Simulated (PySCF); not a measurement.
diboron tetrachloride (B2Cl4), singlet, geometry from GFN2-xTB; DF-PBE/pcseg-1 run with PySCF.

PySCF was given this input:
```python
from pyscf import gto, scf, dft

mol = gto.Mole()
mol.atom = '''
    Cl   -1.722311   -1.208074    0.892045
    B    -0.845317   -0.078522   -0.064679
    Cl   -1.759808    0.884616   -1.158478
    B     0.845317    0.078522    0.064679
    Cl    1.915102   -0.854763   -0.907361
    Cl    1.567017    1.178221    1.173795
'''
mol.basis = 'pcseg-1'
mol.charge = 0
mol.spin = 0
mol.verbose = 3
mol.build()

mf = dft.RKS(mol)
mf.xc = 'pbe'
mf.grids.becke_scheme = dft.gen_grid.stratmann
mf = mf.density_fit(auxbasis='def2-universal-jkfit')
mf.kernel()
mf.analyze()
```

What does PySCF print? Leave out banner, timings and long lists.


```
converged SCF energy = -1889.75306869773
**** MO energy ****
MO #1   energy= -100.669372884991  occ= 2
MO #2   energy= -100.669371388567  occ= 2
MO #3   energy= -100.669367370971  occ= 2
MO #4   energy= -100.669364185094  occ= 2
MO #5   energy= -9.19554583821659  occ= 2
MO #6   energy= -9.1955445021053   occ= 2
MO #7   energy= -9.19554272899317  occ= 2
MO #8   energy= -9.19554124060154  occ= 2
MO #9   energy= -7.02172986983449  occ= 2
MO #10  energy= -7.02172836273416  occ= 2
MO #11  energy= -7.02172575316992  occ= 2
MO #12  energy= -7.02172486806531  occ= 2
MO #13  energy= -7.01620183549293  occ= 2
MO #14  energy= -7.01620062035742  occ= 2
MO #15  energy= -7.01620004583432  occ= 2
MO #16  energy= -7.01619685466355  occ= 2
MO #17  energy= -7.01322636728207  occ= 2
MO #18  energy= -7.01322425603686  occ= 2
MO #19  energy= -7.01322308556844  occ= 2
MO #20  energy= -7.01322248639389  occ= 2
MO #21  energy= -6.60656218579914  occ= 2
MO #22  energy= -6.60633472735624  occ= 2
MO #23  energy= -0.820659612324701 occ= 2
MO #24  energy= -0.812026355646555 occ= 2
MO #25  energy= -0.776915090118126 occ= 2
MO #26  energy= -0.776914846344813 occ= 2
MO #27  energy= -0.507818876705023 occ= 2
MO #28  energy= -0.465922847367636 occ= 2
MO #29  energy= -0.411835695235239 occ= 2
MO #30  energy= -0.411835227804856 occ= 2
MO #31  energy= -0.407230619490162 occ= 2
MO #32  energy= -0.361082098747827 occ= 2
MO #33  energy= -0.361080982971777 occ= 2
MO #34  energy= -0.33508666288481  occ= 2
MO #35  energy= -0.318370437565012 occ= 2
MO #36  energy= -0.313314879560049 occ= 2
MO #37  energy= -0.296172805047602 occ= 2
MO #38  energy= -0.296171339202755 occ= 2
MO #39  energy= -0.270126615324387 occ= 2
MO #40  energy= -0.107947762858874 occ= 0
MO #41  energy= -0.107947190730224 occ= 0
MO #42  energy= 0.0237128887661138 occ= 0
MO #43  energy= 0.049283373932413  occ= 0
MO #44  energy= 0.0975925159632873 occ= 0
MO #45  energy= 0.0975945366019363 occ= 0
MO #46  energy= 0.105181124410338  occ= 0
MO #47  energy= 0.154488855638013  occ= 0
 ** Mulliken atomic charges  **
charge of    0Cl =     -0.00351
charge of    1B =      0.00702
charge of    2Cl =     -0.00351
charge of    3B =      0.00702
charge of    4Cl =     -0.00351
charge of    5Cl =     -0.00351
Dipole moment(X, Y, Z, Debye):  0.00008,  0.00002, -0.00000
```
